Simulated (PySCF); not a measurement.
F₄Si, charge -1, multiplicity 2. Atoms are numbered in the order given.

```xyz
5

Si     0.0000     0.0000     0.3022
F      1.3164     0.0000    -0.7235
F     -1.3164     0.0000    -0.7235
F      0.0000     1.7050     0.4884
F      0.0000    -1.7050     0.4884
```
Charge -1, spin multiplicity 2.

Geometry optimised at PBE0-D3(BJ)/def2-SVPD.

All values below come from CAM-B3LYP/def2-SVPD (PySCF).

Mulliken values depend strongly on the basis, most of all with diffuse functions as here. ESP charges are fitted to the potential on shells at 1.4 to 2.0 van der Waals radii. Atomic charges (e):

```json
[
 {"atom": "Si1", "Mulliken": "1.47", "ESP fit": "?", "Mulliken spin": "1.10"},
 {"atom": "F2", "Mulliken": "-0.65", "ESP fit": "?", "Mulliken spin": "-0.02"},
 {"atom": "F3", "Mulliken": "-0.65", "ESP fit": "?", "Mulliken spin": "-0.02"},
 {"atom": "F4", "Mulliken": "-0.59", "ESP fit": "?", "Mulliken spin": "-0.03"},
 {"atom": "F5", "Mulliken": "-0.59", "ESP fit": "?", "Mulliken spin": "-0.03"}
]
```

Question: Complete the blanks. (An estimate is asked for; the answer gives what the named calculation found.)

Answer: 
- Si1, ESP fit: 0.16
- F2, ESP fit: -0.23
- F3, ESP fit: -0.23
- F4, ESP fit: -0.35
- F5, ESP fit: -0.35
